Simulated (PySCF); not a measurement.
## HfH4 at several levels of theory

Computed with PySCF 2.14.0 (density fitting, no spin-orbit coupling) at the geometry relaxed with PBE0:

```xyz
5
HfH4 (singlet)
Hf    0.0000    0.0000    0.0000
H     1.0649    1.0649    1.0649
H    -1.0649   -1.0649    1.0649
H     1.0649   -1.0649   -1.0649
H    -1.0649    1.0649   -1.0649
```

```tsv
level	basis	state	HOMO (eV)	gap (eV)	charge on Hf1 (e)	dipole about the centre of mass (D)	largest force component (eV/Å)
PBE0	Hf def2-SVP with ECP60, H def2-SVP	singlet	-8.39	6.34	1.17	0.00	0.00
r2SCAN	the same	singlet	-7.41	4.62	1.19	0.00	0.02
TPSS	the same	singlet	-7.34	4.49	1.21	0.00	0.05
```

Charges are Mulliken's, which hang on the basis. The relaxation used the grid (50, 194), these runs (75, 302) or, all-electron (x2c bases, spin-free X2C Hamiltonian), (99, 590).

Q: What does PBE0 with Hf def2-TZVP with ECP60, H def2-TZVP give here?

A: state singlet, HOMO (eV) -8.45, gap (eV) 6.41, charge on Hf1 (e) 0.76, dipole about the centre of mass (D) 0.00, largest force component (eV/Å) 0.02. Time: 2 s on 2 threads of Arm Neoverse V1, with other jobs on the host, from free ions and atoms.

In the first row's basis the gap widens with exact exchange: 4.5 to 4.6 eV for TPSS, r2SCAN (none); 6.3 eV for PBE0 (a fixed share).
